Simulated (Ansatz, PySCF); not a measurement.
C₃H₆OSe, SMILES C(=O)[Se]CC. Atoms are numbered in the order given.

```xyz
11

C     -2.3356     0.2804     0.8579
C     -1.1600    -0.6753     0.8610
Se     0.1202    -0.3639    -0.5831
C      1.2251     0.8754     0.3814
O      2.1743     1.4342    -0.0737
H     -3.0328     0.0350     1.6755
H     -2.0066     1.3216     0.9935
H     -2.8914     0.2293    -0.0900
H     -1.4811    -1.7205     0.7427
H     -0.5900    -0.6253     1.8028
H      0.8732     0.9998     1.4392
```
Charge 0, spin multiplicity 1.

Coordinates come from a PBE0-D3(BJ)/def2-SVP optimisation. This is a generated structure with no PubChem entry under its InChIKey; it may be hypothetical. The values are those of a single conformer.

Two levels are set side by side: PBE-D3(BJ)/def2-SVP (Ansatz, a quantum-chemistry and plane-wave program) and PBE0-D3(BJ)/def2-SVP (Ansatz). Each level has its own optimised geometry; the coordinates shown are those of the second. Frequencies come from the Hessian of PySCF at each geometry. Differences are taken from unrounded values.

```
quantity                            PBE0-D3(BJ)  PBE-D3(BJ)  PBE-D3(BJ) minus PBE0-D3(BJ)
----------------------------------  -----------  ----------  ----------------------------
mean bond length (Å)                      1.321       1.333                         0.012
bond C1–C2 (Å)                            1.515       1.523                         0.008
bond C2–Se3 (Å)                           1.955       1.975                         0.020
bond Se3–C4 (Å)                           1.920       1.946                         0.026
bond C4–O5 (Å)                            1.192       1.204                         0.012
bond C1–H6 (Å)                            1.102       1.111                         0.008
bond C1–H7 (Å)                            1.100       1.108                         0.008
bond C1–H8 (Å)                            1.100       1.108                         0.008
bond C2–H9 (Å)                            1.100       1.108                         0.008
bond C2–H10 (Å)                           1.102       1.111                         0.009
bond C4–H11 (Å)                           1.122       1.132                         0.010
highest harmonic wavenumber (cm⁻¹)         3167        3077                           -90
mean harmonic wavenumber (cm⁻¹)            1383        1334                           -49
zero-point energy (kcal/mol)              53.37       51.49                         -1.88
```

GGA bonds tend to be longer and softer than those of functionals with exact exchange. Differences between two approximate levels are no errors against the true value.
